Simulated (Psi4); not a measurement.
A dimer, HF ··· HBr (SMILES F and Br); the first 2 atoms form monomer A.

```
4

F      0.4622     0.0000     0.0000
H     -0.4622     0.0000     0.0000
Br    -2.3394     0.8192     3.0928
H     -0.9399     0.9224     3.3392
```

Q: What interaction energy does SAPT0/jun-cc-pVDZ, frozen core in Psi4 give, and which attractive term is the largest?

A: Total -4.44 kJ/mol: electrostatics -4.16, exchange 0.54, induction -0.32, dispersion -0.51. The most attractive term is electrostatics.
